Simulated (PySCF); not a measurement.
## How methods differ on the ionisation energy of Gd⁵²⁺

Gd⁵²⁺ [Ne] 3s2 → Gd⁵³⁺ [Ne] 3s1 [3s1/2^1, M_J = 1/2], as a difference of total energies. All numbers are calculated (PySCF 2.14, the two-component X2C-1e Hamiltonian, in an uncontracted even-tempered set (18 s from 14 bohr⁻², ratio 2.4; 14 p from 18 bohr⁻², ratio 2.4; 4 d from 60 bohr⁻², ratio 2.6; 4 f from 90 bohr⁻², ratio 2.6)). Correlated levels: 1s2 frozen; the 54 highest virtual spinors dropped. "Screened" scales the spin-orbit matrix elements by Boettger's factors to mimic the two-electron term; Breit and QED terms are absent.

| method | ionisation energy (eV) |
| --- | --- |
| GHF (spin-free) | 4917.5 |
| GHF (screened spin-orbit) | 4917.2 |
| GMP2 (screened spin-orbit) | 4920.9 |

Q: How much does correlation contribute at GMP2 (screened spin-orbit)?

A: 4920.9 − (4917.2) = 3.7 eV, measured against GHF (screened spin-orbit).

Breit and QED terms and the two-electron picture change are absent.

For comparison: 4914 ± 4 eV (theoretical estimate listed by NIST; NIST Atomic Spectra Database, ionization energies).
